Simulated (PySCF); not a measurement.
B(Cl)(Me)(Et) (C3H8BCl), SMILES B(CC)(C)Cl.

Geometry optimised at r2SCAN-D4/def2-SVP. One conformer was computed; it need not be the lowest.

Vertical ionisation energy (IE) and electron affinity (EA) in eV. Rows of orbital energies are one-electron estimates. Where ΔSCF, EOM or ADC give a negative EA the extra electron is unbound and the value depends on the basis.

| level | IE | EA |
|---|---|---|
| −ε(HOMO), −ε(LUMO), M06-2X/def2-TZVP (PySCF) | [?] | [?] |
| −ε(HOMO), −ε(LUMO), PBE/def2-TZVP (PySCF) | 6.84 | 1.69 |

What belongs in the gaps? (The exact figures need the calculation; the answer reports its results.)


- −ε(HOMO), −ε(LUMO), M06-2X/def2-TZVP (PySCF), IE: 9.52
- −ε(HOMO), −ε(LUMO), M06-2X/def2-TZVP (PySCF), EA: -0.20
